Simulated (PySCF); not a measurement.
Isomers of C5H12OSSi, mass 148.038 u with the commonest isotopes. The calculation used PBE0/pcSseg-1 in PySCF (dipole) on a GFN2-xTB geometry, gas phase. One conformer each, none proved a minimum here; rigid rotors.

**Question.** Order these by out-of-plane moment Σ m c² = (Ia + Ib − Ic)/2, largest first.
A. `[CH3:1][Si:2]1([CH3:3])[CH2:4][C@@H:5]([SH:6])[CH2:7][O:8]1` with C4–C5–S6–H 72°, C1–Si2–C4–C5 100°, Si2–C4–C5–S6 -90°, C4–C5–C7–O8 -38°, C5–C7–O8–Si2 28°
B. `[CH3:1][O:2][CH2:3][SiH2:4][S:5][CH:6]1[CH2:7][CH2:8]1` with C1–O2–C3–Si4 -179°, O2–C3–Si4–S5 175°, C3–Si4–S5–C6 178°, Si4–S5–C6–C7 78°
C. `[CH3:1][CH:2]([CH3:3])[C@@H:4]1[CH2:5][O:6][SiH2:7][S:8]1` with C1–C2–C4–C5 -54°, C2–C4–C5–O6 -164°, C4–C5–O6–Si7 36°, C5–O6–Si7–S8 -12°, O6–Si7–S8–C4 -10°

**Answer.** A (75.37 u·Å²), B (21.74 u·Å²), C (16.49 u·Å²).

**Question.** Order these by rotational constant B, smallest first.
A. `[CH3:1][O:2][CH2:3][SiH2:4][S:5][CH:6]1[CH2:7][CH2:8]1` with C1–O2–C3–Si4 -179°, O2–C3–Si4–S5 175°, C3–Si4–S5–C6 178°, Si4–S5–C6–C7 78°
B. `[CH3:1][Si:2]1([CH3:3])[CH2:4][C@@H:5]([SH:6])[CH2:7][O:8]1` with C4–C5–S6–H 72°, C1–Si2–C4–C5 100°, Si2–C4–C5–S6 -90°, C4–C5–C7–O8 -38°, C5–C7–O8–Si2 28°
C. `[CH3:1][CH:2]([CH3:3])[C@@H:4]1[CH2:5][O:6][SiH2:7][S:8]1` with C1–C2–C4–C5 -54°, C2–C4–C5–O6 -164°, C4–C5–O6–Si7 36°, C5–O6–Si7–S8 -12°, O6–Si7–S8–C4 -10°

**Answer.** A (505.3 MHz), C (986.0 MHz), B (1012 MHz).

**Question.** Order these by rotational constant C, largest first.
A. `[CH3:1][Si:2]1([CH3:3])[CH2:4][C@@H:5]([SH:6])[CH2:7][O:8]1` with C4–C5–S6–H 72°, C1–Si2–C4–C5 100°, Si2–C4–C5–S6 -90°, C4–C5–C7–O8 -38°, C5–C7–O8–Si2 28°
B. `[CH3:1][CH:2]([CH3:3])[C@@H:4]1[CH2:5][O:6][SiH2:7][S:8]1` with C1–C2–C4–C5 -54°, C2–C4–C5–O6 -164°, C4–C5–O6–Si7 36°, C5–O6–Si7–S8 -12°, O6–Si7–S8–C4 -10°
C. `[CH3:1][O:2][CH2:3][SiH2:4][S:5][CH:6]1[CH2:7][CH2:8]1` with C1–O2–C3–Si4 -179°, O2–C3–Si4–S5 175°, C3–Si4–S5–C6 178°, Si4–S5–C6–C7 78°

**Answer.** A (902.8 MHz), B (763.2 MHz), C (481.4 MHz).

```tsv
SMILES	point group	Ia (u·Å²)	Ib (u·Å²)	Ic (u·Å²)	κ	μa (D)	μb (D)	μc (D)
C[Si]1(C)C[C@@H](S)CO1	C1	211.23	499.31	559.80	-0.85	1.60	0.61	1.04
COC[SiH2]SC1CC1	C1	93.12	1000.23	1049.87	-0.99	0.39	0.23	0.05
CC(C)[C@@H]1CO[SiH2]S1	C1	182.64	512.57	662.21	-0.78	0.98	0.95	0.02
```
